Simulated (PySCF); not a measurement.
[WH6]2−: one run

[WH6]2− (triplet). PySCF 2.14.0, UKS B3LYP, W x2c-SVPall, H x2c-SVPall; spin-free X2C-1e, Gaussian nucleus; density fitting; C-PCM eps 78.36 (cavity of 1.2 × van der Waals radii, 2.4 Å on f atoms and on d metals without a tabulated radius); no spin-orbit coupling. Purpose: basis and core treatment x2c-SVP.

```python
mol = gto.M(atom='''
W     -0.07225    -0.00000    -0.00000
H      1.34626     0.00001     1.02698
H     -0.56938     1.29638     1.19672
H     -0.56937    -1.29639     1.19672
H      1.34626     0.00001    -1.02698
H     -0.56938     1.29638    -1.19672
H     -0.56937    -1.29639    -1.19672''',
    basis={'W': 'x2c-SVPall', 'H': 'x2c-SVPall'},
    nucmod='G',
    charge=-2, spin=2)
mf = dft.UKS(mol, xc='B3LYP')
mf.grids.atom_grid = (99, 590)
mf = mf.density_fit()  # fitting sets: W AutoAux, H AutoAux
mf = mf.sfx2c1e()
mf = mf.PCM(); mf.with_solvent.method = 'C-PCM'  # radii 1.2 x van der Waals (1.2 x 2.0 A for f atoms and untabulated d metals)
mf.with_solvent.eps = 78.36
mf.conv_tol = 1e-08; mf.max_cycle = 55
mf.kernel(dm0)  # dm0: free metal ions and neutral atoms
mf.nuc_grad_method().kernel()
```

Run from Python with OMP_NUM_THREADS=2; the lines above give its settings. Where DIIS fails, smearing, a level shift and second-order steps follow.
It took 22 s on 2 threads of Arm Neoverse V2, with other jobs on the host.

Q: Where do the frontier levels lie, over both spins?

A: HOMO -3.95 eV, LUMO -1.45 eV. 

Q: What are the Mulliken charges and spins?

A: 
```csv
atom,charge (e),spin (e)
W1,-0.910,2.247
H2,-0.117,-0.053
H3,-0.214,-0.035
H4,-0.214,-0.035
H5,-0.117,-0.053
H6,-0.214,-0.035
H7,-0.214,-0.035
```

Q: What forces act on the atoms (eV/Å)?

A: 
```
W    0.29  0.00  0.00
H   -0.30  0.00 -0.18
H    0.08 -0.24 -0.19
H    0.08  0.24 -0.19
H   -0.30  0.00  0.18
H    0.08 -0.24  0.19
H    0.08  0.24  0.19
```
Forces carry noise of the integration grid, about 0.01 to 0.03 eV/Å.

Open shells may have lower solutions than the one found.
